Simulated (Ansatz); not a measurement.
# ZnH: state-averaged CASSCF

Calculated in Ansatz's Gaussian-basis code. State-averaged CASSCF with equal weights; occupations are averaged over the states; levels count from the state that is lowest in CASSCF. A minimal or small basis: far from the basis limit. Solutions may break the symmetry of the shape. No proof that the lowest CASSCF solution was found. The average may hold one member of a degenerate pair alone.

Geometry: bond length 1.5950 Å.

Basis def2-SVP, nonrelativistic, 9 orbitals frozen in the corrections; active space CAS(13,7). Averaged: 2 doublets.

Task: Give the levels in order.

Result: 

```json
{"state": "doublet", "CASSCF (eV)": "0.000", "SC-NEVPT2 (eV)": "0.000"}
{"state": "doublet", "CASSCF (eV)": "5.128", "SC-NEVPT2 (eV)": "5.020"}
```

Occupations: 2.00, 2.00, 2.00, 2.00, 2.00, 1.50, 1.50.

Geometry: bond length 2.3925 Å. A bond is stretched, to 1.56 times the sum of the covalent radii.

Basis def2-SVP, nonrelativistic, 5 orbitals frozen in the corrections; active space CAS(13,7). Averaged: 2 doublets.

CASSCF levels: doublet 0.00, doublet 3.02 eV.

Task: How does SC-NEVPT2 move them?

Result: doublet 0.00, doublet 2.98 eV, in the same order of listing. The lowest state stays.
